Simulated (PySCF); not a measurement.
**Frontier levels across methods**

C₂H₉BN₂.
Z-matrix (Å and degrees, PBE0-D3(BJ)/def2-SVP geometry), rows numbered from 1:
```
C 
N   1  1.4350
B   2  1.4215  1  127.61
C   3  1.5884  2  120.88  1    -1.36
N   3  1.4200  2  119.69  1   178.60
H   1  1.1058  2  112.64  3   122.87
H   1  1.0985  2  110.00  3     3.70
H   1  1.1065  2  112.91  3  -115.64
H   2  1.0129  1  113.79  3   178.21
H   4  1.1030  3  111.32  2    61.62
H   4  1.1026  3  111.61  2   -57.38
H   4  1.1008  3  112.43  2  -178.05
H   5  1.0106  3  124.44  2    -0.26
H   5  1.0085  3  122.07  2   179.39
```

Basis pcSseg-1 throughout (PySCF), one geometry. One conformer (not necessarily the lowest) at the PBE0-D3(BJ)/def2-SVP geometry, without solvent, vibrations or thermal averaging.

**Question.** How do the orbital energies, the gap and the dipole change with the method?

**Answer.** 
| method | kind | HOMO (eV) | LUMO (eV) | gap (eV) | μ (D) | SCF cycles |
| --- | --- | --- | --- | --- | --- | --- |
| BLYP | GGA | -4.74 | 0.56 | 5.30 | 1.26 | 14 |
| OPBE | GGA | -4.86 | 0.81 | 5.67 | 1.22 | 13 |
| PBE | GGA | -4.87 | 0.60 | 5.46 | 1.25 | 14 |
| B97-D | GGA | -4.88 | 0.72 | 5.61 | 1.22 | 13 |
| KT2 | GGA | -4.96 | 0.53 | 5.49 | 1.20 | 13 |
| BP86 | GGA | -4.98 | 0.71 | 5.69 | 1.24 | 13 |
| KT3 | GGA | -4.98 | 0.40 | 5.39 | 1.20 | 13 |
| LDA | LDA | -4.98 | 0.47 | 5.46 | 1.26 | 14 |
| B97-2 | global hybrid | -5.99 | 1.48 | 7.47 | 1.17 | 12 |
| B3LYP | global hybrid | -6.00 | 1.10 | 7.10 | 1.21 | 12 |
| PBE0 | global hybrid | -6.24 | 1.47 | 7.71 | 1.19 | 12 |
| mPW1PW91 | global hybrid | -6.28 | 1.45 | 7.74 | 1.17 | 12 |
| BHandHLYP | global hybrid | -7.52 | 2.13 | 9.65 | 1.14 | 12 |
| CAM-B3LYP | range-separated hybrid | -7.63 | 2.28 | 9.91 | 1.18 | 12 |
| wB97X-D | range-separated hybrid | -8.14 | 3.32 | 11.46 | 1.17 | 12 |
| LC-wPBE | range-separated hybrid | -9.03 | 3.69 | 12.72 | 1.15 | 12 |
| HF | Hartree–Fock | -9.59 | 4.32 | 13.91 | 1.07 | 9 |

The HOMO spans 4.85 eV, from BLYP down to HF, and the gap runs from 5.30 eV (BLYP) to 13.91 eV (HF). Over the methods BLYP (0 %), OPBE (0 %), PBE (0 %), B97-D (0 %), KT2 (0 %), BP86 (0 %), KT3 (0 %), LDA (0 %), B97-2 (21 %), B3LYP (20 %), PBE0 (25 %), mPW1PW91 (25 %), BHandHLYP (50 %), HF (100 %), a straight line through the gap against the share of exact exchange rises by 0.84 eV for each 10 % (correlation coefficient 0.999). The dipole ranges from 1.07 D (HF) to 1.26 D (BLYP). This basis has no diffuse functions.
